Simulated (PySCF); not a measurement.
C₆H₁₄Si₂.
Z-matrix (Å and degrees, PBE0-D3(BJ)/def2-SVP geometry), rows numbered from 1:
```
Si
C   1  1.8808
C   2  1.3506  1  125.40
Si  3  1.8885  2  118.44  1  -178.66
C   3  1.4996  2  122.13  1     1.67
C   5  1.5471  3  121.36  2  -146.46
C   6  1.5388  5   88.64  3  -142.63
C   7  1.5385  6   88.26  5    20.05
H   1  1.4969  2  111.75  3   -59.11
H   1  1.4973  2  111.68  3    61.55
H   1  1.4940  2  108.83  3  -178.84
H   2  1.0984  1  116.39  3   179.54
H   4  1.4968  3  111.18  2   109.23
H   4  1.4932  3  108.56  2   -10.50
H   4  1.4972  3  111.82  2  -131.04
H   5  1.1046  3  109.86  2   -18.43
H   6  1.1026  5  111.42  3   -30.37
H   6  1.1003  5  117.56  3    95.12
H   7  1.1009  6  111.52  5   -92.51
H   7  1.0998  6  118.00  5   141.09
H   8  1.1012  5  110.89  3    32.17
H   8  1.1001  5  117.18  3   -93.09
```

Method used: PySCF, PBE0-D3(BJ)/def2-SVP geometry optimisation, gas phase.

Masses are those of the commonest isotopes; rigid-rotor values at the optimised geometry. The values belong to one conformer with, in the numbering `[SiH3:1]/[CH:2]=[C:3](/[SiH3:4])[CH:5]1[CH2:6][CH2:7][CH2:8]1`, C2–C3–C5–C6 -146°, C3–C5–C6–C7 -143°, C5–C6–C7–C8 20°, C6–C7–C8–C5 -20°, C3–C5–C8–C7 145°.

Q: What are A, B and C (MHz)?

A: Ia = 328.02, Ib = 495.94, Ic = 739.10 u·Å²; 505379 MHz·u·Å²/I gives A = 1541, B = 1019, C = 683.8 MHz.

Q: What kind of rotor is it?

A: An asymmetric top. Ray's parameter κ = (2B − A − C)/(A − C) = -0.218; −1 is the prolate and +1 the oblate limit.

Q: Is it planar, by Δ = Ic − Ia − Ib?

A: Not planar: Δ = Ic − Ia − Ib = -84.85 u·Å². For a rigid frame Δ = −2 Σ m c², so Σ m c² = 42.43 u·Å² lies off the ab plane: 17.16 from hydrogen and 25.26 from heavier atoms. The atom farthest from that plane is 2.04 Å away.

Q: List the rotational levels J(Ka,Kc) to J = 5 (cm⁻¹).

A: Above 0(0,0):
J = 1: 1(0,1) 0.0568, 1(1,1) 0.0742, 1(1,0) 0.0854
J = 2: 2(0,2) 0.1665, 2(1,2) 0.1766, 2(1,1) 0.2102, 2(2,1) 0.2624, 2(2,0) 0.2663
J = 3: 3(0,3) 0.3236, 3(1,3) 0.3281, 3(1,2) 0.3943, 3(2,2) 0.4328, 3(2,1) 0.4500, 3(3,1) 0.5499, 3(3,0) 0.5508
J = 4: 4(0,4) 0.5255, 4(1,4) 0.5271, 4(1,3) 0.6330, 4(2,3) 0.6568, 4(2,2) 0.6992, 4(3,2) 0.7829, 4(3,1) 0.7888, 4(4,1) 0.9390, 4(4,0) 0.9392
J = 5: 5(0,5) 0.7721, 5(1,5) 0.7726, 5(1,4) 0.9202, 5(2,4) 0.9322, 5(2,3) 1.0106, 5(3,3) 1.0735, 5(3,2) 1.0937, 5(4,2) 1.2316, 5(4,1) 1.2331, 5(5,1) 1.4307, 5(5,0) 1.4307
Those of J = 1 are B + C, A + C and A + B.

Q: Which lines would a microwave search look for?

A: The dipole components are |μa| = 0.65 D, |μb| = 0.42 D, |μc| = 0.01 D. Intensities carry the squares of the components, which stand as 1.00 : 0.42 : 0.00 (a : b : c). Some lines, for components of 0.1 D or more:

```json
{"type": "b", "branch": "Q", "J(Ka,Kc)": "1(1,0) ← 1(0,1)", "MHz": "857", "lower level (cm⁻¹)": "0.057"}
{"type": "a", "branch": "Q", "J(Ka,Kc)": "2(1,1) ← 2(1,2)", "MHz": "1006", "lower level (cm⁻¹)": "0.177"}
{"type": "b", "branch": "Q", "J(Ka,Kc)": "2(1,1) ← 2(0,2)", "MHz": "1310", "lower level (cm⁻¹)": "0.166"}
{"type": "b", "branch": "Q", "J(Ka,Kc)": "3(2,1) ← 3(1,2)", "MHz": "1669", "lower level (cm⁻¹)": "0.394"}
{"type": "a", "branch": "R", "J(Ka,Kc)": "1(0,1) ← 0(0,0)", "MHz": "1703", "lower level (cm⁻¹)": "0.000"}
{"type": "a", "branch": "Q", "J(Ka,Kc)": "3(1,2) ← 3(1,3)", "MHz": "1984", "lower level (cm⁻¹)": "0.328"}
{"type": "b", "branch": "Q", "J(Ka,Kc)": "3(1,2) ← 3(0,3)", "MHz": "2119", "lower level (cm⁻¹)": "0.324"}
{"type": "b", "branch": "R", "J(Ka,Kc)": "1(1,1) ← 0(0,0)", "MHz": "2224", "lower level (cm⁻¹)": "0.000"}
{"type": "a", "branch": "R", "J(Ka,Kc)": "2(1,2) ← 1(1,1)", "MHz": "3070", "lower level (cm⁻¹)": "0.074"}
{"type": "a", "branch": "R", "J(Ka,Kc)": "2(1,1) ← 1(1,0)", "MHz": "3741", "lower level (cm⁻¹)": "0.085"}
{"type": "b", "branch": "R", "J(Ka,Kc)": "3(1,2) ← 2(2,1)", "MHz": "3955", "lower level (cm⁻¹)": "0.262"}
{"type": "b", "branch": "R", "J(Ka,Kc)": "3(0,3) ← 2(1,2)", "MHz": "4407", "lower level (cm⁻¹)": "0.177"}
{"type": "b", "branch": "R", "J(Ka,Kc)": "3(1,3) ← 2(0,2)", "MHz": "4845", "lower level (cm⁻¹)": "0.166"}
{"type": "b", "branch": "R", "J(Ka,Kc)": "2(2,1) ← 1(1,0)", "MHz": "5306", "lower level (cm⁻¹)": "0.085"}
{"type": "b", "branch": "R", "J(Ka,Kc)": "2(2,0) ← 1(1,1)", "MHz": "5758", "lower level (cm⁻¹)": "0.074"}
{"type": "b", "branch": "R", "J(Ka,Kc)": "3(2,2) ← 2(1,1)", "MHz": "6673", "lower level (cm⁻¹)": "0.210"}
```

Q: Estimate the classical rotational partition function at 50 K, 100 K and 200 K.

A: Point group C1, symmetry number σ = 1; q = (√π/σ)·√((kT/h)³/(ABC)), k/h = 20836.6 MHz/K: 57500 at 50 K, 163000 at 100 K, 460000 at 200 K.

Not checked by PBE0-D3(BJ)/def2-SVP frequencies. Constants of a rigid frame at the computed geometry: no zero-point averaging, no centrifugal distortion. A rigid rotor knows nothing of internal rotation, which can split or shift real lines.
